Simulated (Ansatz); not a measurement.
Consider the ligand exchange at the Si–N bond: `[SiH3]/N=C\N[SiH3]` + `C[O][In]([OH])[OH]` → `C[O][In]([OH])[O][SiH3]` + `N/C=N/[SiH3]`.

Isolated molecules relaxed with PBE0-D4/def2-TZVP in Ansatz; ΔE leaves out vibrations. CBS: MP2 limit from def2 TZ/QZ plus the TZ coupled-cluster correction, frozen cores. Double bonds are as drawn, so ΔE can hold a change between cis and trans. DFT in def2-TZVPP. Elements past krypton have def2 core potentials. For In outer-core shells are correlated without core-valence functions, which leaves a few kJ/mol of doubt a bond. Each species was taken in one conformer, which may not be the lowest.

```tsv
level	ΔE (kcal/mol)
PBE	-15.6
HF/def2-TZVPP	-22.5
```

(1) What does CCSD(T)/CBS give? (Best estimate.)

Largest T1 diagnostic among the species: 0.017.

Results:

(1) The calculation gave: -17.5 kcal/mol. The listed levels differ from it by 1.9, -5.0 kcal/mol.

From PBE to PBE0 (25 % exact exchange), in def2-TZVPP and without D4, ΔE moves by −1.5 kcal/mol. In def2-TZVPP, CCSD(T) changes the Hartree–Fock value by +4.6 kcal/mol (the triples alone add +0.6 kcal/mol) and MP2 by +4.5 kcal/mol.

CCSD(T)/CBS has its own doubt, a few kJ/mol and more with outer-core shells, so smaller differences from it don't rank the levels.
